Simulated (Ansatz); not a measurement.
System: GeO (charge -1, doublet). 
Structure (B3LYP-D3(BJ)/def2-TZVP (Ansatz, an electronic-structure program) minimum search):
```
Ge
O 1 1.7043
```
Charge -1, spin multiplicity 2.

Basis-set convergence of Hartree-Fock and MP2 correlation energies (hartree) with Ansatz. Cores are frozen in the correlated levels unless marked. Open shells are spin-unrestricted. Spin-orbit coupling is left out. Frozen are the shells of the preceding noble gas and the d and f shells that filled before the atom's block. Non-relativistic.

```json
[
 {"basis": "def2-SVPD", "functions": "61", "E(HF)": "-2149.88830", "E(corr, MP2)": "-0.29421"},
 {"basis": "def2-TZVPPD", "functions": "94", "E(HF)": "-2150.24499", "E(corr, MP2)": "-0.35000"},
 {"basis": "def2-QZVPPD", "functions": "161", "E(HF)": "-2150.29213", "E(corr, MP2)": "-0.37424"}
]
```

Extrapolating the two largest sets (X = 3 and 4) as X^-3: E(corr) = (64·(-0.37424) - 27·(-0.35000))/37 = -0.3919 Eh, an estimate of the basis-set limit. The largest set recovers 95.5 % of it, the smallest 75.1 %.
